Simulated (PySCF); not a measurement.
## Carbon: a sound run and one with changed settings

Sound run: C²⁺ [He] 2s2, C³⁺ [He] 2s1. All numbers are calculated (PySCF 2.14, no relativity, point nucleus, in def2-SVP). In the sound run the correlated levels freeze 1s2. The sound run starts from symmetry-adapted Hartree-Fock orbitals and uses a fine grid where one is needed.

A second run was set up differently.

```
species   method  sound run (hartree)  changed run (hartree)  converged
    C²⁺      UHF            -36.35086              -35.97831        yes
    C²⁺   M06-2X            -36.47100              -36.09655        yes
    C²⁺      LDA            -36.07592              -35.69002        yes
    C²⁺      MP2            -36.39095              -36.01050        yes
    C²⁺  CCSD(T)            -36.42400              -36.04086        yes
    C³⁺      UHF            -34.68049              -34.28507        yes
    C³⁺   M06-2X            -34.74095              -34.34822        yes
    C³⁺      LDA            -34.36120              -33.95684        yes
```

Ionisation energy of C²⁺:

| method | sound run (eV) | changed run (eV) |
| --- | --- | --- |
| UHF | 45.453 | 46.075 |
| M06-2X | 47.077 | 47.575 |
| LDA | 46.660 | 47.162 |
| MP2 | 46.544 | 46.951 |
| SCS-MP2 | 46.762 | 47.127 |
| CCSD | 47.443 | 47.778 |
| CCSD(T) | 47.443 | 47.778 |
| CCSDT | 47.443 | 47.778 |
| FCI | 47.443 | 47.778 |

Question: What was changed?
A. level shift left on
B. minimal basis
C. too few SCF iterations
D. a valence shell is frozen

Answer: B. It used basis STO-3G. A minimal basis cannot let orbitals breathe on ionisation and holds almost no correlation.
